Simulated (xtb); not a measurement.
zinc atom (Zn), singlet (GFN-xTB shapes and energies of metal compounds can be far from the true ones); GFN2-xTB (xtb 6.7.1).

The xtb input:
```
$ xtb coord --gfn 2 --json

# file coord
$coord
      0.0000000000       0.0000000000       0.0000000000  zn
$end
```

It wrote (shortened):

```
   ID    Z sym.   atoms
    1   30 zn     1

           -------------------------------------------------
          |                Calculation Setup                |
           -------------------------------------------------

           -------------------------------------------------
          |                 G F N 2 - x T B                 |
           -------------------------------------------------

          ...................................................
          :                      SETUP                      :
          :.................................................:
          :  # basis functions                   4          :
          :  # atomic orbitals                   4          :
          :  # shells                            2          :
          :  # electrons                         2          :
          :  max. iterations                   250          :
          :  Hamiltonian                  GFN2-xTB          :
          :  restarted?                      false          :
          :  GBSA solvation                  false          :
          :  PC potential                    false          :
          :  electronic temp.          300.0000000     K    :
          :  accuracy                    1.0000000          :
          :  -> integral cutoff          0.2500000E+02      :
          :  -> integral neglect         0.1000000E-07      :
          :  -> SCF convergence          0.1000000E-05 Eh   :
          :  -> wf. convergence          0.1000000E-03 e    :
          :  Broyden damping             0.4000000          :
          :  net charge                          0          :
          :  unpaired electrons                  0          :
          ...................................................

 iter      E             dE          RMSdq      gap      omega  full diag
   1     -0.5275214 -0.527521E+00  0.311E-16    6.19       6.2  T
   2     -0.5275214  0.000000E+00  0.249E-16    6.19       6.2  T
   3     -0.5275214  0.000000E+00  0.192E-16    6.19       6.2  T

   *** convergence criteria satisfied after 3 iterations ***

         :::::::::::::::::::::::::::::::::::::::::::::::::::::
         ::                     SUMMARY                     ::
         :::::::::::::::::::::::::::::::::::::::::::::::::::::
         :: total energy              -0.527521402296 Eh    ::
         :: gradient norm              0.000000000000 Eh/a0 ::
         :: HOMO-LUMO gap              6.185399000000 eV    ::
[...]
         :: total charge               0.000000000000 e     ::
         :::::::::::::::::::::::::::::::::::::::::::::::::::::

           -------------------------------------------------
          |                Property Printout                |
           -------------------------------------------------

    * Orbital Energies and Occupations

         #    Occupation            Energy/Eh            Energy/eV
      -------------------------------------------------------------
         1        2.0000           -0.2637607              -7.1773 (HOMO)
         2                         -0.0364515              -0.9919 (LUMO)
         3                         -0.0364515              -0.9919
         4                         -0.0364515              -0.9919
      -------------------------------------------------------------
                  HL-Gap            0.2273092 Eh            6.1854 eV
             Fermi-level           -0.1501061 Eh           -4.0846 eV

     #   Z          covCN         q      C6AA      α(0)
     1  30 zn       0.000     0.000   346.591    44.876

 Mol. C6AA /au·bohr⁶  :        346.590832
 Mol. C8AA /au·bohr⁸  :      27025.093312
 Mol. α(0) /au        :         44.876428

Wiberg/Mayer (AO) data.
largest (>0.10) Wiberg bond orders for each atom

 ---------------------------------------------------------------------------
     #   Z sym  total        # sym  WBO       # sym  WBO       # sym  WBO
 ---------------------------------------------------------------------------
     1  30 zn   0.000
 ---------------------------------------------------------------------------

molecular dipole:
                 x           y           z       tot (Debye)
 q only:        0.000       0.000       0.000
   full:        0.000       0.000       0.000       0.000
molecular quadrupole (traceless):
                xx          xy          yy          xz          yz          zz
 q only:        0.000       0.000       0.000       0.000       0.000       0.000
  q+dip:        0.000       0.000       0.000       0.000       0.000       0.000
   full:        0.000       0.000       0.000       0.000       0.000       0.000

           -------------------------------------------------
          | TOTAL ENERGY               -0.527521402296 Eh   |
          | GRADIENT NORM               0.000000000000 Eh/α |
          | HOMO-LUMO GAP               6.185399000000 eV   |
           -------------------------------------------------

normal termination of xtb
```
